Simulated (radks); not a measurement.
All-electron atom: Gd+ in [Xe] 4f7 5d1 6s1 (the NIST ground configuration).

All-electron calculation, scalar-relativistic Kohn-Sham, RPBE, spin-polarised, spherical densities, point nucleus; open shells are filled with parallel spins first (spin-orbit coupling, left out, can overturn this in heavy ions). Program: a radial shooting solver on a logarithmic mesh with Libxc functionals.

Energy parts (hartree):
| part | energy |
|---|---|
| total | -11271.6776 |
| kinetic | 12104.7432 |
| electron-nucleus | -27483.2679 |
| Hartree | 4356.0824 |
| exchange-correlation | -249.2353 |

Orbitals (lengths in bohr, moments of r in powers of bohr; <r^-3> diverges for s and p1/2):
1s up: occ. 1; eigenvalue (hartree) -1841.590; <1/r> 71.68
1s down: occ. 1; eigenvalue (hartree) -1841.590; <1/r> 71.68
2s up: occ. 1; eigenvalue (hartree) -304.2304; <1/r> 16.62
2s down: occ. 1; eigenvalue (hartree) -304.2275; <1/r> 16.62
2p up: occ. 3; eigenvalue (hartree) -270.7103; <r^-3> 11420; <1/r> 15.52
2p down: occ. 3; eigenvalue (hartree) -270.7082; <r^-3> 11420; <1/r> 15.52
3s up: occ. 1; eigenvalue (hartree) -67.63756; <1/r> 6.098
3s down: occ. 1; eigenvalue (hartree) -67.54101; <1/r> 6.105
3p up: occ. 3; eigenvalue (hartree) -57.25610; <r^-3> 2394; <1/r> 5.731
3p down: occ. 3; eigenvalue (hartree) -57.15975; <r^-3> 2401; <1/r> 5.738
3d up: occ. 5; eigenvalue (hartree) -43.55811; <r^-3> 322.9; <1/r> 5.438
3d down: occ. 5; eigenvalue (hartree) -43.48414; <r^-3> 323.7; <1/r> 5.444
4s up: occ. 1; eigenvalue (hartree) -13.87857; <1/r> 2.570
4s down: occ. 1; eigenvalue (hartree) -13.65253; <1/r> 2.569
4p up: occ. 3; eigenvalue (hartree) -10.45780; <r^-3> 534.6; <1/r> 2.362
4p down: occ. 3; eigenvalue (hartree) -10.23308; <r^-3> 533.5; <1/r> 2.361
4d up: occ. 5; eigenvalue (hartree) -5.72880; <r^-3> 60.34; <1/r> 2.082
4d down: occ. 5; eigenvalue (hartree) -5.50480; <r^-3> 60.12; <1/r> 2.079
5s up: occ. 1; eigenvalue (hartree) -2.10219; <1/r> 1.001
5s down: occ. 1; eigenvalue (hartree) -1.97122; <1/r> 0.9817
5p up: occ. 3; eigenvalue (hartree) -1.26751; <r^-3> 74.32; <1/r> 0.8444
5p down: occ. 3; eigenvalue (hartree) -1.16267; <r^-3> 69.68; <1/r> 0.8254
4f up: occ. 7; eigenvalue (hartree) -0.61502; <r^-3> 8.174; <1/r> 1.533
4f down: occ. 0; eigenvalue (hartree) -0.41093; <r^-3> 7.805; <1/r> 1.490
6s up: occ. 1; eigenvalue (hartree) -0.35716; <1/r> 0.3491
5d up: occ. 1; eigenvalue (hartree) -0.32943; <r^-3> 3.475; <1/r> 0.5176
5d down: occ. 0; eigenvalue (hartree) -0.26300; <r^-3> 3.106; <1/r> 0.4986

The highest occupied level is 5d up at -8.964 eV. The configuration is held as typed, so some empty levels lie below it. Summed over all electrons, <r^2> = 58.39 bohr^2, which gives a Langevin (diamagnetic) susceptibility term of -46.2 x 10^-6 cm^3/mol. For comparison, the ionisation energy in NIST's Atomic Spectra Database is 12.08 eV (semi-empirical). In exact Kohn-Sham theory the highest level is minus the ionisation energy, but local and semilocal functionals leave it too shallow, through self-interaction and a potential that decays too fast; potentials with the right tail come closer. The density falls to 0.001 e/bohr^3 at r = 4.55 bohr.
